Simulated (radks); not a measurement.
Coulomb parameter of the 4f shell of neutral europium in the model configuration [Xe] 4f5.5 6s2 6p1.5, as a second difference U = [E(n + 0.5) + E(n - 0.5) - 2 E(n)] / (0.5)^2 with all orbitals relaxed. "Bare": the charge of the atom changes with n. "Screened": the 6p shell takes up the change at fixed total charge, which measures U(4f,4f) + U(6p,6p) - 2 U(4f,6p). Calculated with a radial shooting solver on a logarithmic mesh with Libxc functionals: Dirac Kohn-Sham, LDA (Slater exchange, Perdew-Wang correlation), spin-unpolarised, spherical densities, finite nucleus; open shells are shared between the two j in proportion to 2j + 1; Fermi nuclear charge, rms radius 5.1115 fm.

| case | configuration | E - E(n) (eV) |
|---|---|---|
| start | [Xe] 4f5.5 6s2 6p1.5 | 0.000 |
| bare +0.5 | [Xe] 4f6 6s2 6p1.5 | -6.553 |
| bare -0.5 | [Xe] 4f5 6s2 6p1.5 | 10.381 |
| screened +0.5 | [Xe] 4f6 6s2 6p1 | -5.882 |
| screened -0.5 | [Xe] 4f5 6s2 6p2 | 8.248 |

U(bare) = 15.313 eV, U(screened by 6p) = 9.467 eV, against the Slater integral F0(4f,4f) = 29.374 eV with frozen orbitals. The step up makes a negative ion, whose loosely bound charge lowers the bare value.
